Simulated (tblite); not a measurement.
Compound: C₆H₆N₃ (doublet state).
Atom-mapped SMILES: `[H]/[N:9]=[CH:8]\[c:7]1[c:2]([CH3:1])[n:3][cH:4][c:5][n:6]1` (hydrogens: H10, H11, H12 on C1; H13 on C4; H14 on C8; H15 on N9)

A start from a force field or distance geometry was refined with tblite 0.8.0, GFN2-xTB geometry optimisation, gas phase. Values at the start:

```
 coordinate    start
      C1–C2  1.482 Å
     C1–H10  1.126 Å
      C2–N3  1.378 Å
      C2–C7  1.383 Å
      N3–C4  1.345 Å
      C4–C5  1.370 Å
     C4–H13  1.082 Å
      C5–N6  1.369 Å
      N6–C7  1.341 Å
      C7–C8  1.454 Å
      C8=N9  1.292 Å
     C8–H14  1.075 Å
     N9–H15  1.032 Å
   C1–C2–N3   115.0°
   C2–N3–C4   120.1°
   C2–C7–C8   119.9°
   N3–C2–C7   121.4°
   N3–C4–C5   118.6°
   C5–N6–C7   121.4°
   N6–C7–C8   122.7°
   C7–C8–N9   123.0°
N6–C7–C8–N9      80°
```

Question: How do these coordinates change at the GFN2-xTB level?

Answer: 
```json
{"coordinate": "C5–N6", "GFN2-xTB (Å or °)": "1.281", "change": "-0.088"}
{"coordinate": "C2–N3", "GFN2-xTB (Å or °)": "1.322", "change": "-0.056"}
{"coordinate": "C1–H10", "GFN2-xTB (Å or °)": "1.089", "change": "-0.037"}
{"coordinate": "C8=N9", "GFN2-xTB (Å or °)": "1.258", "change": "-0.034"}
{"coordinate": "N3–C4", "GFN2-xTB (Å or °)": "1.317", "change": "-0.028"}
{"coordinate": "C2–C7", "GFN2-xTB (Å or °)": "1.409", "change": "+0.026"}
{"coordinate": "C4–C5", "GFN2-xTB (Å or °)": "1.392", "change": "+0.022"}
{"coordinate": "C1–C2", "GFN2-xTB (Å or °)": "1.496", "change": "+0.014"}
{"coordinate": "C7–C8", "GFN2-xTB (Å or °)": "1.467", "change": "+0.013"}
{"coordinate": "N9–H15", "GFN2-xTB (Å or °)": "1.022", "change": "-0.010"}
{"coordinate": "C8–H14", "GFN2-xTB (Å or °)": "1.085", "change": "+0.010"}
{"coordinate": "N6–C7", "GFN2-xTB (Å or °)": "1.333", "change": "-0.008"}
{"coordinate": "C4–H13", "GFN2-xTB (Å or °)": "1.078", "change": "-0.004"}
{"coordinate": "C2–C7–C8", "GFN2-xTB (Å or °)": "125.1", "change": "+5.2"}
{"coordinate": "N6–C7–C8", "GFN2-xTB (Å or °)": "118.2", "change": "-4.5"}
{"coordinate": "C7–C8–N9", "GFN2-xTB (Å or °)": "125.8", "change": "+2.8"}
{"coordinate": "C1–C2–N3", "GFN2-xTB (Å or °)": "117.0", "change": "+2.0"}
{"coordinate": "C2–N3–C4", "GFN2-xTB (Å or °)": "121.8", "change": "+1.7"}
{"coordinate": "N3–C2–C7", "GFN2-xTB (Å or °)": "119.9", "change": "-1.5"}
{"coordinate": "C5–N6–C7", "GFN2-xTB (Å or °)": "122.7", "change": "+1.3"}
{"coordinate": "N3–C4–C5", "GFN2-xTB (Å or °)": "117.7", "change": "-0.9"}
{"coordinate": "N6–C7–C8–N9", "GFN2-xTB (Å or °)": "-1", "change": "-81"}
```

The energy falls by 0.626 eV over 112 L-BFGS steps, the largest force on an atom goes from 4.14 to 0.009 eV/Å, and the atoms move by 0.726 Å rms after alignment. The bond that changes most is C5–N6 (ends: carbon bonded to C and N; nitrogen bonded to 2 C), which shortens by 0.088 Å. Bonds longer at the end by more than 0.005 Å: 5 of 15; shorter: 9. Among the dihedrals that turn most is N6–C7–C8–N9, from 80° to -1°. Rotational constants go from 2897, 1565, 1075 to 2763, 1648, 1039 MHz.

Time: 0.56 s of wall time. Hardware: Arm Neoverse V2, one thread, no GPU, shared host with 96 logical CPUs at a one-minute load of 64.

Its GFN2-xTB frequencies are all real (lowest 53 cm⁻¹).

One conformer stands for the species.

These are computed values.
